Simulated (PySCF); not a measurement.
**Radial density of Ar³⁺ (argon, charge +3)**

UHF, [Ne] 3s2 3p3, high-spin 4S determinant. Calculation: PySCF 2.14, in x2c-QZVPPall; scalar relativity by spin-free X2C-1e.

| r (bohr) | 4πr²ρ (e/bohr) | 4πr²(ρα − ρβ) |
| --- | --- | --- |
| 0.00163 | 0.1460 | 0.0000 |
| 0.00274 | 0.3821 | 0.0000 |
| 0.00461 | 0.9752 | 0.0000 |
| 0.00775 | 2.386 | 0.0002 |
| 0.0130 | 5.434 | 0.0006 |
| 0.0219 | 10.94 | 0.0026 |
| 0.0369 | 17.89 | 0.0133 |
| 0.0620 | 20.91 | 0.0640 |
| 0.104 | 16.26 | 0.2404 |
| 0.175 | 15.59 | 0.5618 |
| 0.295 | 21.12 | 0.4929 |
| 0.496 | 11.32 | -0.0151 |
| 0.835 | 4.043 | 1.5225 |
| 1.40 | 3.918 | 2.3391 |
| 2.36 | 0.5784 | 0.3911 |
| 3.97 | 0.004775 | 0.0037 |

Densities and radii are taken from the X2C orbitals without a picture-change correction, which distorts them close to the nucleus.

Q: Where is the radial spin density 4πr²(ρα − ρβ) most negative, and why is it negative at all?

A: Around r = 0.496 bohr, down to -0.0151 e/bohr: exchange with the open shell polarises the paired shells in an unrestricted calculation.
